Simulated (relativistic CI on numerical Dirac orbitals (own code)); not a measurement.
## Cu⁴⁺: K-alpha X-ray emission

Computed with this model: Dirac-Coulomb-Breit CI, orbitals from a KLI potential per configuration, QED by a radiative potential, valence Slater integrals scaled by 0.9, multiplet model of X-ray emission after core ionisation; configurations [Ar] 3d7 → 1s 2s2 2p6 3s2 3p6 3d7 → [He] 2s2 2p5 3s2 3p6 3d7; 300 K; Lorentzian 1.8 eV and Gaussian 0.6 eV FWHM. Energies are those of the free ion, without screening or charge transfer. S is read from ⟨S²⟩ = S(S + 1).

Field parameters in Wybourne normalisation: Td as Oh with Dq negative (B⁴₀ = 21Dq, B⁴₄ = √(5/14) B⁴₀). The field is a parameter set, without covalency.

Peaks in eV (height, largest 100): 8021.6 (20), 8024.6 (67), 8046.0 (93), 8047.8 (100).

Question: Which surroundings give this spectrum?
A. Td, 10Dq = -6150 cm⁻¹
B. Td, 10Dq = -17850 cm⁻¹
C. Td, 10Dq = -10050 cm⁻¹
D. free ion

Answer: B. Td, 10Dq = -17850 cm⁻¹, where the ground state has S = 1.50.
